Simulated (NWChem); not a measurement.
A calculation on AgCl

SMILES: [Cl][Ag]
```xyz
2

Ag     0.0000     0.0000    -0.6112
Cl     0.0000     0.0000     1.6899
```
Charge 0, spin multiplicity 1.

All runs are NWChem calculations. All single points use one geometry, from PBE0/def2-SVP with def2 effective core potentials on Ag, a minimum by its harmonic frequencies.

Symmetry labels belong to the abelian group C2v used in the runs, with the axes of the coordinates shown; states degenerate in a higher group split over its labels.

Effective core potentials replace the inner electrons of Ag; spin-orbit coupling is left out. B3LYP has NWChem's definition, with VWN1-RPA local correlation. The structure started from a generated list of species.

List the lowest 3 singlet excitations that TD-B3LYP/def2-SVPD with def2 effective core potentials on Ag, VWN1-RPA local correlation gives, with oscillator strengths.


| state | symmetry | energy (eV) | wavelength (nm) | f |
|---|---|---|---|---|
| 1 | b2 | 2.75 | 451 | 0.008 |
| 2 | b1 | 2.75 | 451 | 0.008 |
| 3 | a1 | 3.56 | 349 | 0.059 |
